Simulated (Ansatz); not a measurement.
GeH10Si3 (`[SiH3][SiH2][SiH2][GeH3]`) from Hartree–Fock to CCSD(T)

```
atom   x (Å)   y (Å)   z (Å)
 Si1   0.477  -2.241   0.562
 Si2   0.647  -0.802  -1.274
 Si3  -0.805   1.006  -0.990
 Ge4  -0.363   2.076   1.089
  H5  -0.925  -2.719   0.703
  H6   1.372  -3.420   0.409
  H7   0.855  -1.512   1.802
  H8   0.335  -1.538  -2.531
  H9   2.044  -0.290  -1.367
 H10  -2.212   0.516  -0.993
 H11  -0.651   1.988  -2.100
 H12  -0.676   1.120   2.252
 H13  -1.218   3.344   1.258
 H14   1.120   2.473   1.181
```

The species carries charge 0 and has multiplicity 1. Correlated methods include outer-core shells of Ge, which these sets cover unevenly. Scalar relativity is left out up to krypton. The structure was optimised at the PBE0-D4/def2-TZVP level. It is one conformer, not always the lowest. Frozen core, restricted reference, the Gaussian-basis code of Ansatz.

```json
{"basis": "def2-SVP", "HF (Eh)": "-2947.43585", "MP2 corr.": "-0.54581"}
{"basis": "def2-TZVPP", "HF (Eh)": "-2948.00783", "MP2 corr.": "-0.65044"}
{"basis": "def2-QZVPP", "HF (Eh)": "-2948.07661", "MP2 corr.": "-0.94217"}
```

(1) Estimate the CCSD correlation energy and the (T) correction in each basis where they were run (hartree).

Results:

(1) 
```
     basis  CCSD corr.       (T)
  def2-SVP    -0.62126  -0.01759
def2-TZVPP    -0.72851  -0.02600
```
